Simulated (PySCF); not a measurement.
**As (arsenic, neutral) across methods**

[Ar] 3d10 4s1 4p3 5s1, high-spin 6S determinant (an excited configuration). All numbers are calculated (PySCF 2.14, scalar relativity through the core potential, in aug-cc-pVQZ-PP with ECP10MDF (7s6p5d3f2g, 89 functions)).

```
 method  E (hartree)  mean ε 4s α (eV)  mean ε 4p α (eV)  mean ε 5s α (eV)  Σ⟨r²⟩ (bohr²)   ⟨S²⟩
  B97-3    -331.9484           -22.581           -11.427            -2.370          65.66  8.751
   PBE0    -331.9035           -22.594           -11.465            -2.400          65.47  8.751
 r2SCAN    -331.8238           -21.393           -10.678            -2.029          65.53  8.752
    UHF   -330.80701           -28.845           -15.029            -3.299          66.65  8.752
    PBE    -331.9229           -20.278           -10.097            -2.001          65.13  8.751
    LDA    -331.4025           -20.405           -10.137            -2.143          64.34  8.751
  wB97X    -331.9361           -25.268           -13.657            -3.351          65.76  8.752
wB97M-V    -331.7413           -25.284           -13.613            -3.506          65.09  8.751
   MN15    -332.3680           -22.829           -11.830            -2.437          65.97  8.751
```

Energies and moments cover only the electrons outside the core potential. The outer electron is Rydberg-like, and this basis confines it to a smaller radius and binds it less than a complete one would.
